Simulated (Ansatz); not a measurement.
Harmonic frequencies (cm⁻¹) at PBE0-D4/def2-TZVP from Ansatz: 191, 256, 491, 589, 671, 684, 738, 796, 915, 958, 1155, 1391, 1639, 2185, 2626, 3471, 3620, 3722.

Each molecule was computed in one conformer, which needn't be the lowest.

Question: Which molecule is it?
A. `CB1C=N1`
B. `CC1=NB1`
C. `B1C=NC1`
D. `C#CBN`

Answer: D.
